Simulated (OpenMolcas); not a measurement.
# Rh5+ in a point-charge field

Rh5+ among 5 point charges of -1.3 e arranged as a square pyramid (C4v), 2.16 Å from the ion, with the axial distance 2.095 Å.
```
   2.1600    0.0000    0.0000  -1.30
   0.0000    2.1600    0.0000  -1.30
  -2.1600    0.0000    0.0000  -1.30
   0.0000   -2.1600    0.0000  -1.30
   0.0000    0.0000    2.0952  -1.30
```

```json
{"Program": "OpenMolcas", "Method": "SS-CASPT2, IPEA 0.25 Eh, imaginary shift 0.1 Eh (closed shells correlated: 4s 4p)", "Basis": "ANO-RCC-VDZP [6s5p3d1f]", "Scalar Hamiltonian": "DKH2, point nucleus", "Active space": "4 electrons in 5 orbitals (4d)", "State averaging": "2S+1 = 5 even, 5 roots; 2S+1 = 3 even, 45 roots; 2S+1 = 1 even, 50 roots", "Spin-orbit coupling": "state interaction with AMFI integrals over the reference wave functions"}
```

The lowest spin-free states, above the lowest:

| State | Degeneracy | E (cm-1) | Free-ion L (%) |
| --- | --- | --- | --- |
| 2S+1 = 5 | 1 | 0 | D (100) |
| 2S+1 = 5 | 1 | 2390 | D (100) |
| 2S+1 = 5 | 1 | 4370 | D (100) |
| 2S+1 = 5 | 2 | 5000 | D (100) |
| 2S+1 = 3 | 2 | 21560 | H (81) |
| 2S+1 = 3 | 1 | 21670 | H (88) |
| 2S+1 = 3 | 1 | 21900 | H (85) |
| 2S+1 = 3 | 1 | 22750 | H (88) |
| 2S+1 = 3 | 2 | 23490 | H (84) |
| 2S+1 = 3 | 1 | 23780 | H (96) |
| 2S+1 = 3 | 1 | 23860 | H (88) |
| 2S+1 = 3 | 1 | 23940 | P (65) |
| 2S+1 = 3 | 2 | 24370 | H (59) |
| 2S+1 = 3 | 1 | 24460 | F (91) |
| 2S+1 = 3 | 1 | 24810 | F (89) |
| 2S+1 = 3 | 2 | 24950 | H (38) |
| 2S+1 = 3 | 2 | 25800 | F (82) |
| 2S+1 = 3 | 1 | 26740 | G (87) |
| 2S+1 = 3 | 2 | 26850 | G (57) |
| 2S+1 = 3 | 1 | 27140 | F (57) |

The lowest levels with spin-orbit coupling:

```json
{"E (cm-1)": "0", "Degeneracy": "1", "2S+1": "5", "g": ""}
{"E (cm-1)": "97", "Degeneracy": "1", "2S+1": "5", "g": ""}
{"E (cm-1)": "800", "Degeneracy": "2", "2S+1": "5", "g": "0.00 0.00 1.30"}
{"E (cm-1)": "1160", "Degeneracy": "1", "2S+1": "5", "g": ""}
{"E (cm-1)": "3360", "Degeneracy": "1", "2S+1": "5", "g": ""}
{"E (cm-1)": "3630", "Degeneracy": "2", "2S+1": "5", "g": "0.00 0.00 3.90"}
{"E (cm-1)": "3740", "Degeneracy": "1", "2S+1": "5", "g": ""}
{"E (cm-1)": "4120", "Degeneracy": "2", "2S+1": "5", "g": "0.00 0.00 1.69"}
{"E (cm-1)": "4480", "Degeneracy": "1", "2S+1": "5", "g": ""}
{"E (cm-1)": "4580", "Degeneracy": "1", "2S+1": "5", "g": ""}
{"E (cm-1)": "5160", "Degeneracy": "1", "2S+1": "5", "g": ""}
{"E (cm-1)": "5250", "Degeneracy": "1", "2S+1": "5", "g": ""}
{"E (cm-1)": "5950", "Degeneracy": "2", "2S+1": "5", "g": "0.00 0.00 4.29"}
{"E (cm-1)": "6100", "Degeneracy": "1", "2S+1": "5", "g": ""}
{"E (cm-1)": "7300", "Degeneracy": "2", "2S+1": "5", "g": "0.00 0.00 9.70"}
{"E (cm-1)": "7420", "Degeneracy": "1", "2S+1": "5", "g": ""}
{"E (cm-1)": "7480", "Degeneracy": "1", "2S+1": "5", "g": ""}
{"E (cm-1)": "7520", "Degeneracy": "2", "2S+1": "5", "g": "0.00 0.00 2.95"}
{"E (cm-1)": "7540", "Degeneracy": "1", "2S+1": "5", "g": ""}
{"E (cm-1)": "20460", "Degeneracy": "1", "2S+1": "3", "g": ""}
```

Powder χT (cm3 K/mol): 0.0206 at 2 K, 0.103 at 10 K, 0.464 at 50 K, 0.683 at 100 K, 0.899 at 200 K, 1.06 at 300 K. The effective moment at 300 K is 2.828 √(χT) = 2.91 μB.

The lowest level has 2S+1 = 5, for which the spin-only value is χT = S(S+1) / 2 = 3.000 cm3 K/mol (g = 2). The computed 1.060 at 300 K differs by -1.940, through orbital momentum, spin-orbit coupling and any other state in reach.

Point charges give a weaker field than real ligands, and real ions of this kind are as a rule low spin; the high spin found here belongs to the model. Free-ion shares, where given, are those of the reference states; single-state CASPT2 does not remix them. Point charges carry no covalency, so the field is a model and not that of real ligands. An unlabelled pair can be two single states that coincide in this model. No measured value stands beside these numbers.

A state without a sure symmetry label is named by its multiplicity alone. With an even number of electrons the g values are those of a degenerate or nearly degenerate non-Kramers pair.
